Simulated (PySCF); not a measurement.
BH₂O₃, SMILES [O]B(O)O (connectivity only; charge and spin as stated), charge -1, multiplicity 1.

Coordinates come from a ωB97X-D3(BJ)/def2-SVPD optimisation. The multiplicity is an assumed one; other spin states were not compared. The isomer is the one that the SMILES or the coordinates give; other isomers of the formula were not compared. The values are those of a single conformer.

Computed with ωB97X/def2-TZVPD (PySCF).

Computed frontier levels, gap, dipole moment and polarisability:
| Item | Result |
|---|---|
| highest occupied level | -3.50 eV |
| lowest empty level | 4.73 eV |
| orbital gap | 8.23 eV |
| dipole moment about the centre of nuclear charge | 6.06 D |
| mean static polarisability | 38.7 bohr³ (5.73 Å³) |
| polarisability, principal values | 32.3, 39.4, 44.3 bohr³ |
